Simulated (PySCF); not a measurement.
Compound: Si(SH)2Cl2.
InChI=1S/Cl2H2S2Si/c1-5(2,3)4/h3-4H

The closed-shell ground state was solved at several levels (PySCF, density fitting, gas phase, non-relativistic). Isolated species at its PBE0-D3(BJ)/def2-SVP geometry (one conformer only).

```csv
level,basis functions,total energy (Eh),HOMO (eV),LUMO (eV),gap (eV),dipole (D)
PBE0/def2-SVPD,148,-2006.3433,-8.00,-1.07,6.93,0.19
PBE0/pcSseg-1,130,-2006.8584,-8.05,-0.91,7.14,0.55
```

(1) Estimate the row for B3LYP/pcSseg-1, a basis of 130 functions; the other rows only guide the guess.

(2) Over all these levels, which gives the widest orbital gap and which the narrowest?

(3) How far do the dipole and the HOMO energy spread over the levels?

Results:

(1) Total energy -2007.6452 Eh, HOMO -7.75 eV, LUMO -1.11 eV, gap 6.64 eV, dipole 0.46 D.

(2) PBE0/pcSseg-1 (global hybrid, 25 % exact exchange) has the widest, 7.14 eV, and B3LYP/pcSseg-1 (global hybrid, 20 % exact exchange) the narrowest, 6.64 eV. The two share the basis. From the narrowest to the widest the HOMO moves by -0.30 eV and the LUMO by +0.20 eV.

(3) The dipole runs from 0.19 to 0.55 D (mean 0.40 D) and the HOMO from -8.05 to -7.75 eV.
